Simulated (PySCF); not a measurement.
F4Se, SMILES F[Se](F)(F)F (connectivity only; charge and spin as stated), charge -1, multiplicity 2. Atoms are numbered in the order given.

```xyz
5

Se     0.0000     0.0000     0.1273
F      1.3293     1.3293    -0.1202
F      1.3293    -1.3293    -0.1202
F     -1.3293    -1.3293    -0.1202
F     -1.3293     1.3293    -0.1202
```
Charge -1, spin multiplicity 2.

The structure is a stationary point at PBE0-D3(BJ)/def2-SVPD. The spin state was assumed, not searched. The isomer is the one that the SMILES or the coordinates give; other isomers of the formula were not compared.

Calculation: PySCF with PBE/def2-SVPD.

Mulliken values depend strongly on the basis, most of all with diffuse functions as here. Atomic charges (e):

```tsv
atom	Mulliken	meta-Löwdin	Mulliken spin
Se1	1.33	?	0.79
F2	-0.58	?	0.05
F3	-0.58	?	0.05
F4	-0.58	?	0.05
F5	-0.58	?	0.05
```

**Question.** Fill in the missing entries. (The exact figures need the calculation; the answer reports its results.)

**Answer.** 
- Se1, meta-Löwdin: 1.23
- F2, meta-Löwdin: -0.56
- F3, meta-Löwdin: -0.56
- F4, meta-Löwdin: -0.56
- F5, meta-Löwdin: -0.56
